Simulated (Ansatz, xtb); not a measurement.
# Two isomers of C4H9AlO

Structure a is `[AlH3-][O+]1CC=CC1`, a singlet and structure b is `CO/C=[C](\C)[AlH2]`, a singlet. Both are isolated molecules in the gas phase, relaxed with r2SCAN-D4/def2-SVP; the shapes shown needn't be the lowest conformers.

a (Å):

```xyz
15

C    -0.6332   -1.0723   -1.5099
C    -0.9654   -0.5047   -2.8500
C    -0.0545    0.3992   -3.2228
C     1.0021    0.5503   -2.1792
Al    1.3014   -0.3464    0.6773
O     0.6235   -0.4283   -1.1773
H     2.8264    0.0340    0.3581
H     0.9467   -1.8437    1.1290
H     0.3738    0.8257    1.2717
H    -0.4753   -2.1649   -1.5064
H    -1.3809   -0.8282   -0.7320
H    -1.8482   -0.8069   -3.4170
H    -0.0538    0.9737   -4.1513
H     1.0201    1.5541   -1.7146
H     2.0221    0.3132   -2.5284
```

b (Å):

```xyz
15

C    -1.6821   -1.7436    2.6995
C     0.4307   -1.4124    1.7252
C     1.3262   -0.7894    0.9160
C     0.8577    0.3951    0.1016
Al    3.1032   -1.5347    0.9350
O    -0.8527   -1.0055    1.8199
H    -2.6791   -1.2868    2.6605
H    -1.3057   -1.6992    3.7367
H    -1.7572   -2.8000    2.3872
H     0.6892   -2.2818    2.3514
H     1.6609    0.8219   -0.5175
H     0.4695    1.1989    0.7515
H     0.0268    0.1153   -0.5697
H     4.2660   -0.9150    0.0401
H     3.3714   -2.7938    1.8772
```

Quicker runs give these differences E(b) − E(a): GFN2-xTB +34.3 kcal/mol; HF/STO-3G +12.6 kcal/mol (at GFN2-xTB geometries); r2SCAN-D4/def2-SVP//GFN2-xTB +1.4 kcal/mol.

Q: Estimate E(b) − E(a) at the level CCSD(T)/def2-SVP + ΔMP2/def2-TZVPP.

A: Calculated at CCSD(T)/def2-SVP + ΔMP2/def2-TZVPP: E(b) − E(a) = +4.4 kcal/mol, so structure a lies lower.

Level by level:

| level | geometry | E(b) − E(a) (kcal/mol) | departure from the last row (kcal/mol) | job, with rough time for the two |
| --- | --- | --- | --- | --- |
| GFN2-xTB | GFN2-xTB | +34.3 | +29.9 | optimisation, 0.21 s |
| HF/STO-3G | GFN2-xTB | +12.6 | +8.2 | single point, 0.24 s |
| r2SCAN-D4/def2-SVP//GFN2-xTB | GFN2-xTB | +1.4 | −3.0 | single point, 2.6 s |
| r2SCAN-D4/def2-SVP | r2SCAN-D4/def2-SVP | +3.3 | −1.1 | optimisation, 43 s |
| HF/def2-SVP | r2SCAN-D4/def2-SVP | +7.7 | +3.3 | part of the CCSD(T) run |
| MP2/def2-SVP | r2SCAN-D4/def2-SVP | +5.4 | +1.0 | part of the CCSD(T) run |
| CCSD(T)/def2-SVP | r2SCAN-D4/def2-SVP | +6.8 | +2.4 | single point |
| CCSD(T)/def2-SVP + ΔMP2/def2-TZVPP | r2SCAN-D4/def2-SVP | +4.4 |  | single point, 32 s |

As drawn, b has 1 C–Al, 1 C–H in place of 1 Al–O, 1 C–C, 1 Al–H. Structure a has a 5-membered ring, b no ring.

The levels shown agree on the order. The largest departure from CCSD(T)/def2-SVP + ΔMP2/def2-TZVPP is that of GFN2-xTB, 29.9 kcal/mol. The last row adds to CCSD(T) the change of the MP2 difference between the two basis sets, here −2.4 kcal/mol.

With thermal terms from frequencies at re-optimised GFN2-xTB minima (ideal gas, soft modes damped towards free rotors, one conformer each, 298.15 K, 1 atm): the zero-point term adds +0.8 kcal/mol; ΔH is +6.4 and ΔG +3.2 kcal/mol.

The correlated steps freeze 10 core orbitals. Codes used: Ansatz 0.2.0, xtb 6.7.1; the last row on 4 threads of Arm Neoverse V2 on a shared host.
